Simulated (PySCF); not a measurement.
Calculated NMR parameters of Cc1cccc(C)c1N

| Item | Value |
| --- | --- |
| Formula | C8H11N |
| SMILES | Cc1cccc(C)c1N |
| InChI | InChI=1S/C8H11N/c1-6-4-3-5-7(2)8(6)9/h3-5H,9H2,1-2H3 |
| Point group of the computed structure | Cs |
| Degrees of unsaturation | 4 |
| Carbon signals | 5 |
| Proton signals | 4 |

Molfile (atoms numbered from 1):
```
C8H11N
     RDKit          3D

 20 20  0  0  0  0  0  0  0  0999 V2000
   -2.4799   -0.7548   -0.4146 C   0  0  0  0  0  0  0  0  0  0  0  0
   -1.2355    0.0781   -0.3325 C   0  0  0  0  0  0  0  0  0  0  0  0
   -1.2965    1.4663   -0.2081 C   0  0  0  0  0  0  0  0  0  0  0  0
   -0.1418    2.2392   -0.1188 C   0  0  0  0  0  0  0  0  0  0  0  0
    1.0986    1.6075   -0.1513 C   0  0  0  0  0  0  0  0  0  0  0  0
    1.2067    0.2222   -0.2748 C   0  0  0  0  0  0  0  0  0  0  0  0
    2.5427   -0.4586   -0.2972 C   0  0  0  0  0  0  0  0  0  0  0  0
    0.0285   -0.5496   -0.3713 C   0  0  0  0  0  0  0  0  0  0  0  0
    0.1120   -1.9303   -0.4463 N   0  0  0  0  0  0  0  0  0  0  0  0
   -3.3812   -0.1314   -0.3420 H   0  0  0  0  0  0  0  0  0  0  0  0
   -2.5212   -1.5020    0.3965 H   0  0  0  0  0  0  0  0  0  0  0  0
   -2.5441   -1.3097   -1.3685 H   0  0  0  0  0  0  0  0  0  0  0  0
   -2.2784    1.9472   -0.1790 H   0  0  0  0  0  0  0  0  0  0  0  0
   -0.2079    3.3247   -0.0215 H   0  0  0  0  0  0  0  0  0  0  0  0
    2.0150    2.2000   -0.0778 H   0  0  0  0  0  0  0  0  0  0  0  0
    2.6349   -1.1968    0.5180 H   0  0  0  0  0  0  0  0  0  0  0  0
    2.7142   -1.0012   -1.2449 H   0  0  0  0  0  0  0  0  0  0  0  0
    3.3605    0.2664   -0.1873 H   0  0  0  0  0  0  0  0  0  0  0  0
   -0.6940   -2.4063   -0.8287 H   0  0  0  0  0  0  0  0  0  0  0  0
    0.9855   -2.3069   -0.7891 H   0  0  0  0  0  0  0  0  0  0  0  0
  1  2  1  0
  2  3  1  0
  3  4  2  0
  4  5  1  0
  5  6  2  0
  6  7  1  0
  6  8  1  0
  8  9  1  0
  8  2  2  0
  1 10  1  0
  1 11  1  0
  1 12  1  0
  3 13  1  0
  4 14  1  0
  5 15  1  0
  7 16  1  0
  7 17  1  0
  7 18  1  0
  9 19  1  0
  9 20  1  0
M  END
```

- NMR shieldings at KT2/pcSseg-1/GIAO
- geometry: PBE0-D3(BJ)/def2-SVP
- program: PySCF 2.14.0 with density-fitted response routines
- one averaged value for each set of equivalent atoms, no relativistic terms, a single conformation, no solvent model

Referencing at the same level of theory: ¹H and ¹³C against TMS; NH3 for ¹⁵N.

| carbon | δC, type | δH (multiplicity) | HMBC from (2–3 bonds) | span of the C tensor (ppm) |
| --- | --- | --- | --- | --- |
| C1/C7 | 18.7, CH3 | 2.06 (s) | H13/H15 | 31 |
| C2/C6 | 112.7, C | – | H13/H15, H14, H10/H11/H12/H16/H17/H18 | 171 |
| C3/C5 | 123.2, CH | 6.75 (d) | H13/H15, H14, H10/H11/H12/H16/H17/H18 | 183 |
| C4 | 111.7, CH | 6.38 (t) | H13/H15 | 191 |
| C8 | 137.8, C | – | H13/H15, H10/H11/H12/H16/H17/H18 | 177 |

Other nuclei:
```csv
atoms,nucleus,environment,δ (ppm),σ (ppm)
H19/H20,¹H,hydrogen on an aniline-type nitrogen,3.04,28.14
N9,¹⁵N,aniline-type nitrogen,73.0,191.3
```

- Carbon types of the structure: 3 × C, 3 × CH, 2 × CH3, leaving 2 H on heteroatoms.
- δC 137.8: aromatic carbon bearing nitrogen; σ withdrawal by the attached heteroatom moves it downfield of the ring CH carbons.
- δC 123.2, 111.7: aromatic CH.
- δC 112.7: substituted aromatic carbon.
- δC 18.7: methyl carbon on an aromatic ring; saturated and bonded to C and H only.
- δH 6.75, 6.38: hydrogen on an aromatic CH.

Exchangeable OH/NH protons stand at their gas-phase positions; hydrogen bonding in a real sample shifts them, mostly to higher δ. Shifts are as computed. Against solution values, carbons near 30 ppm lie about +2 ppm off and those near 130 ppm about -5 ppm. Of 1211 compounds with measured shifts, 218 miss one by over three times the rms of a fit or turn the order of signals round; such compounds aren't used in these exercises. Experimental scales use liquid or dissolved standards, which lie at an offset from isolated NH3 (liquid NH3: subtract about 20 ppm). Multiplicities follow the n + 1 count of equivalent neighbours, as no J values were calculated; m marks all less simple cases, F and P coupling included.
